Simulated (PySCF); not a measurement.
F₃H₄NSi₂, SMILES N([SiH3])[Si](F)(F)F.

Coordinates come from a B3LYP-D3(BJ)/def2-SVP optimisation. One conformer was computed; it need not be the lowest.

These are B3LYP-D3(BJ)/def2-SVP run with PySCF 2.14.0 values and carry that method's errors.

Frequencies are harmonic and unscaled.

**Question.** Give all harmonic wavenumbers and intensities. (The exact figures need the calculation; the answer reports its results.)

**Answer.** 
| mode | ν (cm⁻¹) | IR (km/mol) | Raman (Å⁴/amu) | depolarisation | moving atoms (share of kinetic energy) |
|---|---|---|---|---|---|
| 1 | 24 | 4.2 | 0.1 | 0.75 | H 38 %, N 25 %, F 23 %, Si 14 % |
| 2 | 71 | 0.0 | 0.3 | 0.75 | H 83 %, F 10 % |
| 3 | 118 | 1.7 | 0.1 | 0.43 | F 49 %, Si 34 %, H 10 % |
| 4 | 178 | 14.3 | 1.1 | 0.75 | F 65 %, H 30 % |
| 5 | 259 | 7.0 | 1.4 | 0.47 | F 71 %, Si 19 % |
| 6 | 329 | 2.1 | 0.5 | 0.75 | F 55 %, H 32 %, Si 11 % |
| 7 | 333 | 38.0 | 1.2 | 0.43 | F 66 %, Si 28 % |
| 8 | 396 | 86.7 | 1.6 | 0.75 | N 42 %, F 25 %, H 22 %, Si 11 % |
| 9 | 403 | 56.6 | 1.4 | 0.59 | F 50 %, Si 26 %, N 16 %, H 8 % |
| 10 | 626 | 1.1 | 8.0 | 0.25 | H 42 %, Si 24 %, F 20 %, N 13 % |
| 11 | 721 | 38.1 | 12.9 | 0.75 | H 86 %, Si 8 % |
| 12 | 768 | 36.4 | 9.4 | 0.19 | H 42 %, N 26 %, F 24 %, Si 8 % |
| 13 | 850 | 60.5 | 2.4 | 0.75 | F 39 %, N 27 %, Si 23 %, H 10 % |
| 14 | 944 | 61.4 | 22.7 | 0.75 | H 95 % |
| 15 | 955 | 448.8 | 10.6 | 0.73 | H 72 %, Si 17 %, N 10 % |
| 16 | 972 | 40.7 | 14.7 | 0.74 | H 78 %, Si 12 % |
| 17 | 977 | 210.2 | 0.3 | 0.75 | F 50 %, Si 49 % |
| 18 | 989 | 162.3 | 3.0 | 0.72 | Si 45 %, F 43 %, H 12 % |
| 19 | 1027 | 107.3 | 9.0 | 0.75 | H 62 %, Si 20 %, N 14 % |
| 20 | 1199 | 287.1 | 0.6 | 0.67 | H 57 %, N 35 % |
| 21 | 2238 | 129.3 | 71.4 | 0.75 | H 96 % |
| 22 | 2241 | 61.1 | 218.2 | 0.01 | H 99 % |
| 23 | 2246 | 122.3 | 86.4 | 0.72 | H 96 % |
| 24 | 3596 | 63.1 | 66.5 | 0.26 | H 93 % |
